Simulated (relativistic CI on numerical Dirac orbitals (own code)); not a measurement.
Os LII: q coefficients and field-shift factors

Method of calculation: Dirac-Coulomb-Breit CI, separate exchange-only KLI orbitals for each configuration, derivatives by finite differences, unscaled Slater integrals, QED left out (own radial code, finite nucleus).

Configurations in the expansion (outside the closed core [Ne]): 3s2 3p6 3d7, 3s2 3p5 3d8, 3s2 3p4 3d9, 3s 3p6 3d8, 3p6 3d9, 3s 3p5 3d9, 3s2 3p6 3d6 4s, 3s2 3p6 3d6 4p. Levels of other configurations are missing.

With x = (α/α₀)² − 1 an excitation energy changes as ω = ω₀ + qx; K = 2q/ω₀ is the relative enhancement. Terms are leading LS components, so labels can repeat. The field-shift factor is F = δν/δ⟨r²⟩ for the transition from the lowest level.

Lowest level 3s2 3p6 3d7 4F_9/2.

```tsv
Level	ω₀ (cm⁻¹)	q (cm⁻¹)	K	F (GHz/fm²)
3s2 3p6 3d7 2P_3/2	106441	10010	0.188	-0.385
3s2 3p6 3d7 2D_5/2	166685	25820	0.31	1.13
3s2 3p6 3d7 4F_7/2	602422	644700	2.14	18
3s2 3p6 3d7 4F_9/2	660055	628800	1.91	18
3s2 3p6 3d7 4P_3/2	686267	652400	1.9	18.4
3s2 3p6 3d7 4P_5/2	705746	656000	1.86	18.6
3s2 3p6 3d7 2P_1/2	715298	646200	1.81	17.5
3s2 3p6 3d7 2H_11/2	731084	625800	1.71	18.7
3s2 3p6 3d7 2F_7/2	789642	649200	1.64	18.8
3s2 3p6 3d7 2F_5/2	828335	633400	1.53	18.6
3s2 3p6 3d7 2D_3/2	980885	655600	1.34	20.1
3s2 3p6 3d7 4F_5/2	1265646	1.279e+06	2.02	35.8
3s2 3p6 3d7 4P_3/2	1300718	1.287e+06	1.98	35.6
3s2 3p6 3d7 2H_9/2	1340642	1.271e+06	1.9	36.5
3s2 3p6 3d7 4P_1/2	1347251	1.288e+06	1.91	35.3
3s2 3p6 3d7 2F_7/2	1366028	1.262e+06	1.85	35.8
3s2 3p6 3d7 2D_5/2	1575492	1.282e+06	1.63	37.3
3s2 3p6 3d7 2D_3/2	1980029	1.922e+06	1.94	53.5
3s2 3p5 3d8 4G°_11/2	3468679	791700	0.456	46.9
3s2 3p5 3d8 2D°_5/2	3570843	796900	0.446	44.1
3s2 3p5 3d8 2F°_7/2	3579748	799700	0.447	43.5
3s2 3p5 3d8 4F°_9/2	3639241	791700	0.435	47
3s2 3p5 3d8 2P°_1/2	3738232	812200	0.435	47.7
```

At this charge energies of transitions that change n are usually good to better than 1 %, and those within a shell (Δn = 0) to a few per cent.
